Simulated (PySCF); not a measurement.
Species: `C=C/C(OC)=C(\Cl)C(=O)F`. The columns A, B, C and D hold Mulliken, IAO, Hirshfeld and ESP-fitted charges (e) of one PBE0/pcSseg-1 density (PySCF), in a shuffled order. Coordinates in Å (GFN2-xTB); the density's dipole moment is (4.55, 5.35, -0.88) D.

```tsv
atom	x	y	z	A	B	C	D
C1	2.216	0.417	0.060	-0.427	-0.274	-0.063	-0.106
C2	1.266	-0.245	-0.585	-0.104	-0.176	-0.050	-0.228
C3	-0.136	-0.346	-0.155	+0.463	+0.240	+0.099	+0.396
O4	-0.868	0.716	0.179	-0.168	-0.279	-0.078	-0.440
C5	-0.391	2.031	-0.025	-0.246	-0.210	-0.025	-0.040
C6	-0.719	-1.582	-0.108	-0.545	-0.172	-0.050	-0.447
Cl7	0.233	-2.982	-0.474	-0.004	-0.003	-0.011	-0.042
C8	-2.080	-1.909	0.261	+0.873	+0.588	+0.196	+0.708
O9	-2.596	-2.975	0.327	-0.491	-0.394	-0.241	-0.348
F10	-2.823	-0.797	0.551	-0.306	-0.289	-0.103	-0.275
H11	2.033	0.949	0.978	+0.207	+0.155	+0.056	+0.132
H12	3.231	0.418	-0.296	+0.205	+0.169	+0.063	+0.138
H13	1.503	-0.821	-1.469	+0.135	+0.177	+0.048	+0.158
H14	-1.277	2.641	-0.200	+0.155	+0.173	+0.062	+0.144
H15	0.281	2.096	-0.882	+0.123	+0.148	+0.044	+0.130
H16	0.118	2.397	0.869	+0.130	+0.146	+0.051	+0.120
```

**Question.** Which column most likely holds the ESP-fitted charges?

**Answer.** A. Σ q r misses the density's dipole by 0.07 D (A), 1.11 D (D), 1.39 D (B), 1.82 D (C). Charges fitted to the outside potential are the only set here that is tied to the molecule's multipoles.

**Question.** And the Hirshfeld charges?

**Answer.** C. The mean sizes are 0.078 e (C), 0.225 e (B), 0.241 e (D), 0.286 e (A), and Hirshfeld charges are commonly the smallest of these schemes.

As computed, A = ESP-fitted, B = IAO, C = Hirshfeld, D = Mulliken. Hydrogens on carbon: ESP-fitted +0.12 to +0.21, IAO +0.15 to +0.18, Hirshfeld +0.04 to +0.06, Mulliken +0.12 to +0.16 e.

The ESP scheme is a least-squares fit of atom-centred charges to the potential on four shells outside the van der Waals surface, with the total charge fixed. The IAO scheme counts the electrons in orthogonalised intrinsic atomic orbitals, a minimal basis polarised so that it spans the occupied orbitals exactly.

Isolated species at its GFN2-xTB geometry (one conformer only).

The values belong to the conformer `[CH2:1]=[CH:2]/[C:3]([O:4][CH3:5])=[C:6](\[Cl:7])[C:8](=[O:9])[F:10]`: C1–C2–C3–O4 50°, C2–C3–O4–C5 8°, C3–C6–C8–O9 -179°.
